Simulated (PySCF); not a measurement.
C2H5Se (SMILES CC[Se]), doublet, geometry from GFN2-xTB. Base run: BLYP/cc-pVDZ in PySCF.

PySCF was given this input:
```python
from pyscf import gto, scf, dft

mol = gto.Mole()
mol.atom = '''
    C    -2.059645   -0.446113    0.147562
    C    -0.651651   -1.001283    0.219388
    Se    0.718859    0.376853   -0.095906
    H    -2.255574   -0.018596   -0.833518
    H    -2.778315   -1.243733    0.327945
    H    -2.206854    0.328836    0.896869
    H    -0.490808   -1.772078   -0.535251
    H    -0.441865   -1.423059    1.203040
'''
mol.basis = 'cc-pvdz'
mol.charge = 0
mol.spin = 1
mol.verbose = 5
mol.build()

mf = dft.UKS(mol)
mf.xc = 'blyp'
mf.kernel()
mf.analyze()
```

The base run was repeated with changes; each row names its change, and settings that it needs were set with it.

```tsv
change	ΔE vs base (mEh)	fitting functions	dipole (D)
base	0.000	-	1.49
auxbasis = def2-tzvp-ri	-8998.6	386	1.44
auxbasis = def2-universal-jkfit	-0.083	506	1.49
auxbasis = cc-pvdz-jkfit	-0.156	426	1.49
auxbasis = even-tempered beta=1.6	-0.015	977	1.49
auxbasis = def2-svp-ri	-9002.2	293	1.44
auxbasis = def2-universal-jfit	-0.216	211	1.49
auxbasis = cc-pvtz-ri	-9506.6	478	1.44
auxbasis = cc-pvtz-jkfit	-0.100	515	1.49
auxbasis = even-tempered beta=3.0	-35.788	449	1.47
```

A fitting set is made for a task (jfit for Coulomb, jkfit for Coulomb and exchange, ri for correlation) and for a family of orbital bases.

Open shells are given as the SCF converged; they aren't shown to be the lowest states, and a large step between rows can be another state.
